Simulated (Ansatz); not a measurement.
**A geometry optimisation of CH6InSi− with r2SCAN-D4/def2-SVPD**

The starting geometry of this gas-phase singlet was optimised with GFN2-xTB.

```xyz
9

C     0.1418    1.4457   -0.4172
In   -1.1582   -1.3853    1.1928
Si   -0.8144    0.2660   -1.5773
H     1.1858    1.5281   -0.7248
H     0.1242    1.1085    0.6207
H    -0.1182   -1.1663   -1.1418
H    -2.1786    0.0141   -0.6782
H    -0.1518    0.0867    2.7716
H    -0.2806    2.4513   -0.4477
```

Q: Predict what it relaxes into with r2SCAN-D4/def2-SVPD.

A: A new bond forms, giving a structure given below by its coordinates. Contacts that close: In2–H8 (2.38 → 1.88 Å).

The energy falls by 0.75 eV over 12 steps:

| step | E − E(last) (eV) |
| --- | --- |
| 1 | 0.751 |
| 2 | 0.370 |
| 3 | 0.218 |
| 5 | 0.033 |
| 6 | 0.007 |
| 7 | 0.002 |
| 8 | 0.000 |
| 10 | 0.000 |
| 11 | 0.000 |
| 12 | 0.000 |

Final geometry (Å):

```yaml
atoms:
  - { symbol: C, position_ang: [0.2096, 1.5837, -0.4752] }
  - { symbol: In, position_ang: [-1.3914, -1.6322, 1.1325] }
  - { symbol: Si, position_ang: [-0.8024, 0.1567, -1.3440] }
  - { symbol: H, position_ang: [1.2115, 1.6624, -0.9344] }
  - { symbol: H, position_ang: [0.3346, 1.4469, 0.6104] }
  - { symbol: H, position_ang: [-0.0991, -1.0711, -0.6412] }
  - { symbol: H, position_ang: [-1.9687, 0.0380, -0.2849] }
  - { symbol: H, position_ang: [-0.4537, -0.3890, 2.1842] }
  - { symbol: H, position_ang: [-0.2903, 2.5535, -0.6492] }
```

Frequencies at the end are all real (lowest 123 cm⁻¹). Atoms past krypton carry core potentials, without spin–orbit terms. Run with Ansatz 0.2.0, 87 s on 2 threads of Intel(R) Xeon(R) Processor @ 2.50GHz (Skylake/Cascade Lake) (shared host).
